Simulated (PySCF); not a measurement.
**Exercise with solution: chemical shift, span and skew from a shielding tensor**

Si(H)(F)2(Et) (C₂H₆F₂Si), SMILES CC[SiH](F)F. Atoms are numbered in the order given.

```xyz
11

Si     0.6381    -0.4142     0.0000
F      1.0215     0.4808     1.2954
F      1.0215     0.4808    -1.2954
C     -1.1852    -0.7382     0.0000
C     -2.0248     0.5458     0.0000
H      1.5025    -1.6182     0.0000
H     -1.4206    -1.3639    -0.8809
H     -1.4206    -1.3639     0.8809
H     -3.1031     0.3232     0.0000
H     -1.8092     1.1610    -0.8877
H     -1.8092     1.1610     0.8877
```
Charge 0, spin multiplicity 1.

The structure is a stationary point at r2SCAN-D4/def2-SVP. Other conformers were not sampled.

GIAO shieldings from PBE/pcSseg-1 run with PySCF, non-relativistic, no solvent. The symmetric part of the tensor of C5 has the principal values 169.1, 169.9, 183.2 ppm. The same nucleus in TMS has σ = 182.0 ppm at this level (PySCF, at its B3LYP-D3(BJ)/def2-TZVP geometry).

Work out the isotropic shielding, the ¹³C shift against TMS, the span and the skew.


σ(iso) = (σ11 + σ22 + σ33)/3 = 174.1 ppm. δ = σ(ref) − σ(iso) = 182.0 − (174.1) = 7.9 ppm.
Span Ω = σ33 − σ11 = 14.1 ppm. Skew κ = 3(σ(iso) − σ22)/Ω = 0.89. Tumbling in solution averages the tensor to δ; in a static solid the shielding alone would spread this spin-1/2 line over Ω.
